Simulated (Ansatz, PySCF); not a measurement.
Reaction (SMILES): C=C[Si](O)(O)O + 6 [H][H] (H2) -> 2 C (CH4) + 3 O (H2O) + [SiH4] (SiH4)
Structures are relaxed separately at B3LYP-D3(BJ)/def2-TZVP in Ansatz (a first-principles code), one conformer each, not searched for the lowest.

Property: energy of full hydrogenation (enthalpy at 298 K, with B3LYP-D3(BJ) rigid-rotor harmonic-oscillator terms from PySCF), in kJ/mol. Cores are frozen in the correlated levels unless marked. No spin-orbit coupling. No relativistic terms. CBS marks a two-point X^-3 extrapolation of the correlation energy; Hartree-Fock from the larger set.

| level | program | energy of full hydrogenation (kJ/mol) |
|---|---|---|
| PBE/def2-TZVPD | Ansatz | 44.0 |
| PBE0/6-31G* | Ansatz | … |
| PBE0-D3(BJ)/def2-TZVP | Ansatz + dftd3 | 62.8 |
| LC-wPBE/def2-TZVPD | Ansatz | 33.1 |
| B2PLYP-D3(BJ)/def2-TZVPD | Ansatz + dftd3 | … |
| SCS-MP2/cc-pV(T+d)Z | Ansatz | 102.0 |
| CCSD(T)/CBS(cc-pV(T+d)Z,cc-pV(Q+d)Z) | Ansatz | … |

Complete the blanks.


- PBE0/6-31G*, energy of full hydrogenation (kJ/mol): 49.7
- B2PLYP-D3(BJ)/def2-TZVPD, energy of full hydrogenation (kJ/mol): 92.7
- CCSD(T)/CBS(cc-pV(T+d)Z,cc-pV(Q+d)Z), energy of full hydrogenation (kJ/mol): 95.0
